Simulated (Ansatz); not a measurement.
Cartesian coordinates in Å:
```
B 1.166 2.274 1.078
Si -0.148 1.016 0.223
C 0.431 -0.748 -0.032
Ge -0.898 -1.912 -0.875
H 0.841 3.407 1.286
H 2.276 1.957 1.395
H -0.532 1.604 -1.098
H -1.390 1.012 1.056
H 0.705 -1.186 0.933
H 1.331 -0.751 -0.653
H -1.278 -1.357 -2.259
H -2.164 -1.980 -0.004
H -0.340 -3.337 -1.049
```

The species carries charge 0 and has multiplicity 1.

Question: List the r2SCAN/def2-TZVPP orbital energies in eV (Ansatz). (Estimate.)

Answer: The calculation gave: Occupied: -10833.97, -1790.57, -1349.09, -1199.13, -1199.13, -1199.13, -272.99, -180.87, -167.27, -141.07, -116.95, -116.95, -116.95, -95.93, -95.92, -95.89, -30.25, -30.25, -30.25, -30.18, -30.18, -18.30, -14.06, -13.57, -12.05, -10.85, -9.23, -8.99, -8.50, -8.35, -8.30, -7.84, -7.00. Lowest empty: -3.07, 0.07, 0.58, 0.99, 1.34, 1.59, 1.62, 1.89.
